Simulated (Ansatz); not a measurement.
Molecule: sum formula H3SiO3 (charge -1, singlet). It need not be the lowest isomer of its formula. Whether it binds its extra electron was not tested at this geometry. SMILES: [O-][SiH](O)O
Geometry from a B3LYP-D3(BJ)/def2-TZVP (Ansatz, an electronic-structure program) optimisation:
```xyz
7

Si    -0.0911     0.0675     0.3062
O     -0.6571     1.4025    -0.2666
O     -0.8014    -1.3215    -0.3684
O      1.5825    -0.1200     0.0760
H     -0.2209    -0.2184     1.7754
H     -1.3547    -1.0166    -1.0947
H      1.8594     0.6033    -0.4955
```
Charge -1, spin multiplicity 1.

Parts of the frozen-core correlation energy in cc-pV(Q+d)Z (Ansatz, hartree). Frozen orbitals: 8; correlated occupied orbitals by spin: 13 and 13; virtual: 298 and 298. Spin-orbit coupling is left out. No relativistic terms.

| term | value |
|---|---|
| reference (HF) | -515.56408 |
| MP2 opposite-spin | (withheld) |
| MP2 same-spin | -0.23057 |
| CCSD correlation | (withheld) |
| (T) | (withheld) |
| T1 diagnostic | 0.014 |
| largest doubles amplitude | 0.016 |

Task: Some entries are withheld; supply them.

Result: 
- MP2 opposite-spin, value: -0.70379
- CCSD correlation, value: -0.93293
- (T), value: -0.03740
